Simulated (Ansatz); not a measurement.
System: sum formula Si2N2H7, charge 0, multiplicity 2. It need not be the lowest isomer of its formula. 
Geometry from a B3LYP-D3(BJ)/def2-TZVP (Ansatz, a program for electronic structure) optimisation:
SMILES: [NH][SiH2]N[SiH3]
```xyz
11

N     -1.9790     0.8506    -0.8063
Si    -1.1729    -0.4348     0.0669
N      0.3338     0.0503     0.7332
Si     1.8917     0.0666    -0.0254
H     -2.8649     0.5589    -1.2290
H     -0.9212    -1.5544    -0.8730
H     -2.0727    -0.8483     1.1753
H      0.2778     0.5158     1.6297
H      1.7604    -0.6853    -1.2924
H      2.9077    -0.5801     0.8399
H      2.3667     1.4407    -0.3193
```
Charge 0, spin multiplicity 2.

Total electronic energies in hartree. Valence correlation only, unless marked. Open shells are spin-unrestricted. Spin-orbit coupling is left out. Non-relativistic. CBS marks a two-point X^-3 extrapolation of the correlation energy; Hartree-Fock from the larger set. The bracket is a focal-point correction in the basis named.

```
level                                                                      program  energy (Eh)
-------------------------------------------------------------------------  -------  -----------
HF/6-31G                                                                    Ansatz   -690.65698
HF/cc-pV(D+d)Z                                                              Ansatz   -690.87714
r2SCAN/def2-TZVPD                                                           Ansatz   -692.64655
B2PLYP/def2-TZVPD                                                           Ansatz   -692.42553
MP2/6-31G                                                                   Ansatz   -690.95505
MP2/aug-cc-pV(D+d)Z                                                         Ansatz   -691.42465
CCSD(T)/cc-pV(Q+d)Z                                                         Ansatz   -691.71923
RI-MP2/CBS(aug-cc-pV(T+d)Z,aug-cc-pV(Q+d)Z)+[CCSD(T)-MP2]/aug-cc-pV(D+d)Z   Ansatz    -691.7598
CCSD(T)/CBS(cc-pV(T+d)Z,cc-pV(Q+d)Z)                                        Ansatz    -691.7502
```

Totals of different functionals don't rank their quality; only differences between species are comparable.
